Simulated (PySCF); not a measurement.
NMR problem set

PySCF 2.14 calculation with geometry: GFN2-xTB and PBE0/pcSseg-1 with gauge-including orbitals; in vacuum, single conformer, non-relativistic Hamiltonian, equivalent nuclei averaged.

δ = σ(ref) − σ, references computed at the same level: TMS for 1H (σref 31.72), 13C (σref 186.93). Splittings of carbon signals by F and P are missing where no couplings were computed. Where no couplings were computed, multiplicities follow the n + 1 count of equivalent neighbours, and m marks all less simple cases (inequivalent or close neighbours, rings, F or P nearby). Shifts are as computed. Against solution values, carbons near 30 ppm lie about +3 ppm off and those near 130 ppm about +5 ppm (rms about the fit 2.1 ppm; single classes can miss by 10 ppm). Of 1328 compounds with measured shifts, 309 miss one by over three times the rms of a fit or turn the order of signals round; such compounds aren't used in these exercises. Signals without a measured value on file couldn't be tested in this way; 1H shifts scatter by 0.2 ppm about their fit, and single ones miss by 0.5 ppm. OH and NH positions are gas-phase values without hydrogen bonding to other molecules.

(1) C$_{6}$H$_{5}$OP. 1H NMR (500 MHz, computed): δ 10.40 (m, 1H), 9.49 (m, 1H), 9.17 (m, 1H), 8.30 (m, 1H), 8.05 (m, 1H). 13C{1H} NMR (computed): δ 196.5 (CH), 174.6 (C), 165.2 (CH), 142.2 (CH), 140.3 (CH), 135.1 (CH). Give a structure.

(2) C$_{4}$H$_{2}$F$_{2}$O$_{2}$. 1H NMR (600 MHz, computed): δ 5.67 (m, 2H). 13C{1H} NMR (computed): δ 150.8 (C), 134.2 (CH). Give a structure.

(3) C$_{7}$H$_{6}$N$_{2}$. 1H NMR (400 MHz, computed): δ 7.70 (d, 1H), 7.55 (m, 1H), 6.87 (m, 1H), 6.77 (d, 1H), 4.40 (br s, 2H). 13C{1H} NMR (computed): δ 155.5 (C), 141.0 (CH), 139.5 (CH), 122.8 (C), 121.3 (CH), 116.5 (CH), 97.0 (C). Identify the compound.

(4) C$_{7}$H$_{6}$N$_{2}$. 1H NMR (400 MHz, computed): δ 7.74 (d, 2H), 6.70 (d, 2H), 3.78 (br s, 2H). 13C{1H} NMR (computed): δ 154.2 (C), 141.9 (CH), 125.0 (C), 116.5 (CH), 104.6 (C). What is it?

Results:

(1) SMILES O=Cc1ccccp1. 6 carbon signals for 6 carbons: no two carbons are equivalent. Carbon types of the structure: 1 × C, 5 × CH, which accounts for all hydrogens. δC 196.5: aldehyde carbonyl carbon; low-lying n→π* states of the double bond to the heteroatom give a large paramagnetic term (-252 ppm). δC 142.2, 140.3, 135.1: aromatic CH. δH 10.40: hydrogen on an aldehyde carbonyl carbon; the C=O anisotropy and electron withdrawal place aldehyde protons far downfield. δH 9.17, 8.30, 8.05: hydrogen on an aromatic CH.

The data come from this structure; uniqueness wasn't tested.

(2) SMILES FC1=C(F)OC=CO1. Rings plus π bonds: 3 (1 ring in the answer). 2 carbon signals for 4 carbons: some carbons are equivalent by symmetry or fast rotation. Carbon types of the structure: 2 × C, 2 × CH, which accounts for all hydrogens. δC 150.8, 134.2: alkene carbon bearing oxygen. δH 5.67: hydrogen on an alkene carbon bearing oxygen; olefinic region.

The data come from this structure; uniqueness wasn't tested.

(3) anthranilonitrile (N#Cc1ccccc1N). Rings plus π bonds: 6 (1 ring in the answer). 7 carbon signals for 7 carbons: no two carbons are equivalent. Carbon types of the structure: 3 × C, 4 × CH, leaving 2 H on heteroatoms. δC 155.5: aromatic carbon bearing nitrogen; σ withdrawal by the attached heteroatom moves it downfield of the ring CH carbons. δC 141.0, 139.5, 121.3, 116.5: aromatic CH. δC 122.8: nitrile carbon; C≡N carbons fall here, among the sp2 signals but without a proton. δC 97.0: substituted aromatic carbon.

The shifts were computed for this structure.

(4) 4-aminobenzonitrile. The formula gives 6 degrees of unsaturation (1 ring in the answer). 5 carbon signals for 7 carbons: some carbons are equivalent by symmetry or fast rotation. Carbon types of the structure: 3 × C, 4 × CH, leaving 2 H on heteroatoms. δC 154.2: aromatic carbon bearing nitrogen; σ withdrawal by the attached heteroatom moves it downfield of the ring CH carbons. δC 141.9, 116.5: aromatic CH. δC 125.0: nitrile carbon; typical of a nitrile. δC 104.6: substituted aromatic carbon.

This is the structure that produced the data.
